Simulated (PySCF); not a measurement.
C6H11O2 (doublet state).
Structure used (GFN2-xTB), in Å, numbered top down from 1:
```
atom  x, y, z in Å
C1    -1.1278   -1.4953    0.2095
C2    -0.7260   -0.0729    0.1809
C3    -1.7627    0.9111    0.1031
O4    -2.9612    0.6701    0.0750
O5    -1.3174    2.1985    0.0672
C6     0.7043    0.3404    0.1699
C7     1.6236   -0.6498    0.8815
C8     1.1581    0.5313   -1.2915
H9    -0.5898   -2.0664   -0.5487
H10   -2.1990   -1.5759    0.0413
H11   -0.8911   -1.9473    1.1756
H12   -2.0884    2.7828    0.0286
H13    0.7806    1.3182    0.6577
H14    1.3057   -0.7962    1.9111
H15    1.6307   -1.6125    0.3772
H16    2.6402   -0.2638    0.8890
H17    0.5415    1.2794   -1.7815
H18    1.0757   -0.4053   -1.8380
H19    2.1932    0.8628   -1.3153
```

The hyperfine couplings belong to this conformer and change with its torsions.

Identity: `C[C](C(=O)O)C(C)C` [radical].

Method used: PySCF, UKS B3LYP, pcH-1 on C H O, non-relativistic, mean-field spin-orbit, GIAO. Geometry: GFN2-xTB, one conformer, isolated molecule. Couplings are sensitive to structure, and on GFN2-xTB geometries they can be far from those on DFT ones. Stability of the SCF solution: not tested.

**Question.** Match the computed a_iso(13C) values +68.8, -38.1, +33.0, -27.5, -23.8 MHz (means over equivalent nuclei) with the sites C1; C2; C3; C6; C7/C8.

**Answer.** 
```
 site  a_iso (MHz)  ρ(0) (bohr⁻³)                 position  distance from C2 (Å)  spin population  largest |T| (MHz)
   C1        -27.5        -0.0245           1 bond from C2                  1.48            -0.07                2.3
   C2        +68.8        +0.0612  largest spin population                  0.00            +0.82              131.8
   C3        -38.1        -0.0339           1 bond from C2                  1.43            -0.05                3.5
   C6        -23.8        -0.0212           1 bond from C2                  1.49            -0.06                2.3
C7/C8        +33.0        +0.0294          2 bonds from C2                  2.49            +0.02                6.4
```

**Question.** Match the computed a_iso(17O) values -14.1, +2.6 MHz with the sites O4; O5.

**Answer.** 
```
site  a_iso (MHz)  ρ(0) (bohr⁻³)         position  distance from C2 (Å)  spin population  largest |T| (MHz)
  O4        -14.1        +0.0233  2 bonds from C2                  2.36            +0.20               62.8
  O5         +2.6        -0.0044  2 bonds from C2                  2.35            +0.02                6.2
```

**Question.** Match the computed a_iso(1H) values +64.3, +35.8, -3.0, +1.9 MHz (means over equivalent nuclei) with the sites H9/H10/H11; H12; H13; H14 (×6).

**Answer.** 
| site | a_iso (MHz) | ρ(0) (bohr⁻³) | position | distance from C2 (Å) | bound to | spin population there | largest \|T\| (MHz) |
| --- | --- | --- | --- | --- | --- | --- | --- |
| H9/H10/H11 | +64.3 | +0.0144 | β, 2 bonds from C2 | 2.12 | C1 | -0.07 | 7.4 |
| H12 | -3.0 | -0.0007 | γ, 3 bonds from C2 | 3.17 | O5 | +0.02 | 4.4 |
| H13 | +35.8 | +0.0080 | β, 2 bonds from C2 | 2.11 | C6 | -0.06 | 8.0 |
| H14 (×6) | +1.9 | +0.0004 | γ, 3 bonds from C2 | 2.98 | C7/C8 | +0.02 | 4.9 |

ρ(0) is the spin density at the nucleus and T the dipolar tensor; entries for several nuclei are means. The Mulliken spin populations are largest on C2 (+0.82), O4 (+0.20) and C1 (-0.07). The angles at C2 add up to 359.9°, so it is planar.

Examples of negative spin density at the nucleus (bohr⁻³): C3 (-0.0339), C1 (-0.0245) and C6 (-0.0212).

Class means assume fast exchange of nuclei equivalent by connectivity; if that motion is slow, each nucleus keeps its own coupling. The three 1H nuclei of mean +64.3 MHz run from 4.4 to 107.2 MHz in the frozen geometry. The six 1H nuclei of mean +1.9 MHz run from -3.4 to 17.3 MHz in the frozen geometry. The 13C value of +33.0 MHz is a mean of couplings from 8.1 to 57.9 MHz in this one geometry, not an average over conformers.
